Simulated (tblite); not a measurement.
C7H16Ge.
Cartesian coordinates in Å at the GFN2-xTB level; atoms count from 1:
```xyz
24
C7H16Ge angstrom
C      3.0757    0.5652   -0.0889
C      2.0712   -0.5733   -0.1807
C      0.6920   -0.1716    0.3335
C     -0.2645   -1.3649    0.2902
C     -1.6511   -1.0641    0.8590
C     -2.5212   -0.2136   -0.0652
C     -2.0557    1.2370   -0.1370
Ge    -0.1565    1.3172   -0.6786
H      4.0602    0.2375   -0.4147
H      3.1528    0.9223    0.9359
H      2.7609    1.3958   -0.7205
H      1.9847   -0.8970   -1.2215
H      2.4357   -1.4272    0.3994
H      0.7935    0.1431    1.3782
H     -0.3698   -1.7043   -0.7450
H      0.1771   -2.1917    0.8572
H     -2.1634   -2.0129    1.0406
H     -1.5446   -0.5572    1.8220
H     -2.5078   -0.6523   -1.0668
H     -3.5555   -0.2442    0.2912
H     -2.6948    1.7989   -0.8193
H     -2.1591    1.6976    0.8477
H      0.4264    2.6805   -0.3913
H      0.0020    1.0989   -2.1636
```

Computed values, GFN2-xTB/tblite, gas phase, harmonic and unscaled. This tight-binding method is rough: wavenumbers can miss measured ones by several per cent, in bad cases by 10 to 20. Modes of hydrogen on germanium can be 10 to 20 % off. One conformer, not necessarily the lowest.

Harmonic wavenumbers (cm⁻¹): 64.8, 87.3, 155.8, 177.7, 205.8, 224.7, 277.6, 331.7, 360.2, 413.5, 434.0, 493.8, 526.2, 568.4, 626.7, 652.7, 766.5, 826.8, 837.1, 860.2, 902.4, 910.0, 965.8, 988.5, 1017.3, 1050.2, 1074.1, 1082.5, 1118.8, 1129.3, 1138.8, 1174.6, 1213.2, 1232.6, 1245.8, 1279.0, 1286.2, 1297.2, 1347.0, 1349.7, 1356.4, 1359.8, 1410.2, 1462.0, 1488.1, 1490.4, 1493.6, 1497.5, 1499.5, 1503.9, 1905.5, 1978.6, 2902.5, 2924.4, 2935.6, 2937.1, 2944.5, 2948.9, 2951.8, 2958.9, 2962.9, 2968.8, 2971.2, 3001.2, 3026.5, 3034.3.

A = 2073, B = 1151, C = 794.7 MHz; mass 174.046 u (most abundant isotopes); point group C1, symmetry number 1.

**Question.** What is the zero-point energy?

**Answer.** ½Σν̃ = 45804 cm⁻¹ = 547.94 kJ/mol.

**Question.** Give the ideal-gas entropy at 200 K and 1 bar in the rigid-rotor, harmonic-oscillator model (classical rotation).

**Answer.** Translation 164.90, rotation 118.52, vibration 69.93: S = 353.4 J/(mol K).

**Question.** And Cp and H(200 K) − H(0)?

**Answer.** Cp = 121.62 J/(mol K), of which vibrations give 88.37 (their classical limit is 66 R = 548.8); H(200 K) − H(0) = 14.86 kJ/mol without the zero-point energy, 8.20 from vibrations.

**Question.** How do the functions run with temperature in this model?

**Answer.** 
```csv
T (K),S (J/(mol K)),Cp (J/(mol K)),H − H(0) (kJ/mol),G − H(0) (kJ/mol),ln q(vib)
150,321.9,98.1,9.37,-38.92,2.27
250,383.2,146.7,21.56,-74.23,4.73
298.15,411.2,172.3,29.23,-93.36,5.98
400,469.4,226.6,49.56,-138.21,8.70
600,579.0,315.1,104.21,-243.20,14.27
900,724.8,402.8,212.99,-439.36,22.61
```

q(vib) and H(0) count from the zero-point level.

**Question.** What must be added to the electronic energy to get the Gibbs energy at 200 K and 1 bar?

**Answer.** ZPE + [H(200 K) − H(0)] − T·S = 547.94 + 14.86 − 70.67 = 492.13 kJ/mol.

**Question.** Which modes carry the vibrational entropy at 200 K?

**Answer.** 64.8 cm⁻¹: 14.74; 87.3 cm⁻¹: 12.32; 155.8 cm⁻¹: 7.79; 177.7 cm⁻¹: 6.82; 205.8 cm⁻¹: 5.77; 224.7 cm⁻¹: 5.17 J/(mol K); the other 60 give 17.33 together.

Hindered rotation and anharmonicity are outside this model. Other conformers, if any are populated, would add a mixing term that is left out. The structure is chiral; the term R ln 2 for an equal mix with its mirror image is left out.
